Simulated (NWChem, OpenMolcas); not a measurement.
**NWChem → OpenMolcas**

NWChem 7.3.0 runs this on GeSiH3ClO (SMILES Cl[SiH]1[O][GeH2]1):

clgeh3osi.nw:
```
START clgeh3osi
TITLE "ClGeH3OSi hf"
memory 2200 mb
charge 0

GEOMETRY noautosym nocenter noautoz
 Cl     0.946700    -2.488800     0.655700
 Si    -0.269300    -1.038200    -0.101800
 O      0.399800     0.013200    -1.157400
 Ge     0.044800     1.152900     0.326900
 H     -1.538000    -1.691900    -0.484400
 H     -0.900200     2.274100    -0.128200
 H      1.377500     1.710600     0.843500
END

BASIS "ao basis" spherical bse
 Cl library 3-21G
 Si library 3-21G
 O library 3-21G
 Ge library 3-21G
 H library 3-21G
END

SCF
 thresh 1e-08
 maxiter 80
END

TASK scf gradient
```

```bash
$ nwchem clgeh3osi.nw > clgeh3osi.out
```

The coordinates come from a PBE0-D4/def2-TZVP relaxation.

The shape isn't stationary at this level (largest force 2.5 eV/Å).

It gives a total energy of -2886.240455 Eh.

Q: How is this level of theory, on these atoms, set up in OpenMolcas 26.06 as an input file of the program's own?

A: This input was run:

coord.xyz:
```
7

Cl     0.946700    -2.488800     0.655700
Si    -0.269300    -1.038200    -0.101800
O      0.399800     0.013200    -1.157400
Ge     0.044800     1.152900     0.326900
H     -1.538000    -1.691900    -0.484400
H     -0.900200     2.274100    -0.128200
H      1.377500     1.710600     0.843500
```

test.input:
```
* ClGeH3OSi Hartree-Fock

&GATEWAY
 BASLIB
 $CurrDir
 COORD
 coord.xyz
 BASIS
 3-21G
 GROUP
 NoSym

&SEWARD

&SCF
 THRESHOLDS
 1e-10 1e-07 1e-07 1e-05
 PRORBITALS
 1 1

&ALASKA
```

```bash
$ export MOLCAS_MEM=1860
$ pymolcas test.input > test.log
```

(Basis files named in the input come from the Basis Set Exchange and aren't shown.)

Its energy is -2886.240455 Eh, the same as the first but for the last digit, at most.
